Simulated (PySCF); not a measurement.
This script is equivalent to a calculation on Sn⁺ (tin, charge +1).

```python
from pyscf import gto, scf, dft, mp, cc
import basis_set_exchange as bse
txt = bse.get_basis("def2-SVP", elements=["Sn"], fmt="nwchem", header=False)
cut = txt.index("\nECP")
mol = gto.M(atom="Sn 0 0 0", charge=1, spin=1, symmetry="D2h",
            basis=gto.basis.parse(txt[:cut]),
            ecp={"Sn": gto.basis.parse_ecp(txt[cut:])})
mf = dft.UKS(mol, xc="TPSS")
mf.irrep_nelec = {'Ag': (4, 4), 'B1g': (1, 1), 'B2g': (1, 1), 'B3g': (1, 1), 'B1u': (1, 1), 'B2u': (2, 1), 'B3u': (1, 1)}
mf.kernel()
```

(1) What total energy does it give?

(2) Which occupied shell lies highest, and where?

(3) What is ⟨S²⟩, and what would a pure spin state give?

Energies and moments cover only the electrons outside the core potential.

Results:

(1) -213.891 hartree (calculated).

(2) 5p α, at -10.704 eV.

(3) 0.752, against 0.75.
